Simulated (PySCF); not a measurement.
C5H9O (SMILES [OH+]=C1CCCC1), charge +1, singlet, at a GFN2-xTB geometry; PySCF with MP2/6-31G**.

The PySCF input:
```python
from pyscf import gto, scf, mp

mol = gto.Mole()
mol.atom = '''
    O     1.983314   -0.639902   -0.027281
    C     0.782455   -0.234074   -0.004646
    C     0.316890    1.129092    0.268542
    C    -1.167308    1.118337   -0.124280
    C    -1.589159   -0.331791    0.126470
    C    -0.342044   -1.136867   -0.256872
    H     2.689350    0.019434    0.123154
    H     0.410191    1.292084    1.352216
    H     0.913370    1.909363   -0.209952
    H    -1.754809    1.827614    0.451615
    H    -1.271794    1.369787   -1.179698
    H    -1.820520   -0.485856    1.180411
    H    -2.461332   -0.615740   -0.455143
    H    -0.343136   -1.359106   -1.333357
    H    -0.232840   -2.106548    0.233721
'''
mol.basis = '6-31g**'
mol.charge = 1
mol.spin = 0
mol.verbose = 3
mol.build()

mf = scf.RHF(mol)
mf.kernel()

pt = mp.MP2(mf, frozen=6)
pt.kernel()
print('E(MP2) = %.10f' % pt.e_tot)
mf.analyze()
```

Output, abridged:

```
converged SCF energy = -269.214393575263
E(RMP2) = -270.062181706225  E_corr = -0.847788130961566
E(SCS-RMP2) = -270.053195042806  E_corr = -0.838801467542372
E(MP2) = -270.0621817062
**** MO energy ****
MO #1   energy= -20.881964180807   occ= 2
MO #2   energy= -11.6101367787994  occ= 2
MO #3   energy= -11.4422330562374  occ= 2
MO #4   energy= -11.431995110542   occ= 2
MO #5   energy= -11.4036500081986  occ= 2
MO #6   energy= -11.4000006260279  occ= 2
MO #7   energy= -1.71136429294997  occ= 2
MO #8   energy= -1.35583461806725  occ= 2
MO #9   energy= -1.20287424475155  occ= 2
MO #10  energy= -1.17240427481809  occ= 2
MO #11  energy= -1.05970981816307  occ= 2
MO #12  energy= -0.997717856518112 occ= 2
MO #13  energy= -0.925311317956772 occ= 2
MO #14  energy= -0.897295206002641 occ= 2
MO #15  energy= -0.867780614193233 occ= 2
MO #16  energy= -0.811288674433421 occ= 2
MO #17  energy= -0.778775642037621 occ= 2
MO #18  energy= -0.7583829765339   occ= 2
MO #19  energy= -0.73144717757821  occ= 2
MO #20  energy= -0.708985578110906 occ= 2
MO #21  energy= -0.674984541134064 occ= 2
MO #22  energy= -0.666224709146615 occ= 2
MO #23  energy= -0.649172044882564 occ= 2
MO #24  energy= -0.118153517595902 occ= 0
MO #25  energy= 0.0050526223593117 occ= 0
MO #26  energy= 0.0507332894609092 occ= 0
MO #27  energy= 0.097426198997252  occ= 0
MO #28  energy= 0.109918934439787  occ= 0
MO #29  energy= 0.129007776195859  occ= 0
MO #30  energy= 0.142142472842234  occ= 0
MO #31  energy= 0.15810937759775   occ= 0
 ** Mulliken atomic charges  **
charge of    0O =     -0.33430
charge of    1C =      0.57078
charge of    2C =     -0.22021
charge of    3C =     -0.15633
charge of    4C =     -0.15937
charge of    5C =     -0.20749
charge of    6H =      0.40578
charge of    7H =      0.15898
charge of    8H =      0.14497
charge of    9H =      0.12860
charge of   10H =      0.11034
charge of   11H =      0.10963
charge of   12H =      0.12872
charge of   13H =      0.16262
charge of   14H =      0.15729

WARN: System has nonzero charge 1; the dipole moment is origin-dependent.
Location of origin: [0. 0. 0.]

Dipole moment(X, Y, Z, Debye):  2.59182,  0.93195,  0.29762
```
